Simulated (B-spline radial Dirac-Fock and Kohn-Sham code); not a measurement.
## Relativistic shifts of the levels of Co⁵⁺

System: cobalt as Co⁵⁺, configuration [Ar] 3d4.

Both columns are ΔSCF binding energies of the configuration average from an atomic code on a B-spline grid: non-relativistic Hartree-Fock with a point nucleus, and Dirac-Fock with a finite nucleus and the Coulomb interaction alone, averaged over the two j levels with weights 2j+1.

| shell | Hartree-Fock (eV) | Dirac-Fock (eV) | shift (eV) | shift (%) |
| --- | --- | --- | --- | --- |
| 1s | 7756.2 | 7832.8 | +76.68 | +0.99 |
| 2s | 1027.0 | 1043.2 | +16.18 | +1.58 |
| 2p | 896.0 | 899.0 | +2.97 | +0.33 |
| 3s | 205.4 | 208.1 | +2.73 | +1.33 |
| 3p | 162.8 | 163.3 | +0.55 | +0.34 |
| 3d | 100.3 | 99.87 | -0.48 | -0.48 |

Relativity binds 1s, 2s, 2p, 3s, 3p more strongly, among those listed most of all 2s in relative terms, and 3d more weakly, because the contracted s and p shells screen the nucleus better.

Values without a named source are computed, but for edge energies of neutral atoms, which are taken from tables.
